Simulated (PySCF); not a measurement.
F₂OTa (SMILES [O]=[Ta+]([F])[F]), charge +1, singlet, geometry from GFN2-xTB (such geometries of metal compounds can be far from the true shape) (the multiplicity is a formal guess) (core potentials on Ta), with bond 3-1 at 2.0 times its length. Base run: HF/def2-SV(P) (PySCF).

The PySCF input:
```python
from pyscf import gto, scf

mol = gto.M(
    atom='''
Ta    0.111238    0.174881    0.068895
O     1.320454   -0.965334   -0.491876
F    -2.035461   -1.868457    2.440873
F    -1.113889    0.286381   -1.376473
''',
    basis='def2-sv(p)',
    ecp={'Ta': 'def2-sv(p)'},
    charge=1,
    spin=0,
    verbose=4,
)

mf = scf.RHF(mol)
mf.kernel()
```

Each row names what was changed in the base input (with any setting that the change needs).

```json
[
 {"change": "base", "ΔE vs base (mEh)": "0.000", "SCF cycles": "27", "outcome": "converged"},
 {"change": "conv_tol = 1e-7", "ΔE vs base (mEh)": "0.000", "SCF cycles": "23", "outcome": "converged"},
 {"change": "diis_space = 2", "ΔE vs base (mEh)": "-", "SCF cycles": "50", "outcome": "not converged"},
 {"change": "init_guess = huckel", "ΔE vs base (mEh)": "0.000", "SCF cycles": "24", "outcome": "converged"},
 {"change": "conv_tol_grad = 1e-7", "ΔE vs base (mEh)": "0.000", "SCF cycles": "40", "outcome": "converged"},
 {"change": "solver = newton; init_guess = 1e", "ΔE vs base (mEh)": "0.000", "SCF cycles": "-", "outcome": "converged"},
 {"change": "diis = off; damp = 0.6 (with mf.diis_start_cycle = 200; with mf.max_cycle = 150)", "ΔE vs base (mEh)": "0.000", "SCF cycles": "150", "outcome": "converged"},
 {"change": "init_guess = sap", "ΔE vs base (mEh)": "-", "SCF cycles": "50", "outcome": "not converged"},
 {"change": "conv_tol_grad = 1e-3", "ΔE vs base (mEh)": "0.000", "SCF cycles": "27", "outcome": "converged"},
 {"change": "init_guess = 1e", "ΔE vs base (mEh)": "0.000", "SCF cycles": "34", "outcome": "converged"},
 {"change": "diis = off; damp = 0.3 (with mf.diis_start_cycle = 200; with mf.max_cycle = 150)", "ΔE vs base (mEh)": "-", "SCF cycles": "150", "outcome": "not converged"},
 {"change": "DIIS = EDIIS", "ΔE vs base (mEh)": "-", "SCF cycles": "50", "outcome": "not converged"},
 {"change": "DIIS = ADIIS", "ΔE vs base (mEh)": "-", "SCF cycles": "50", "outcome": "not converged"}
]
```
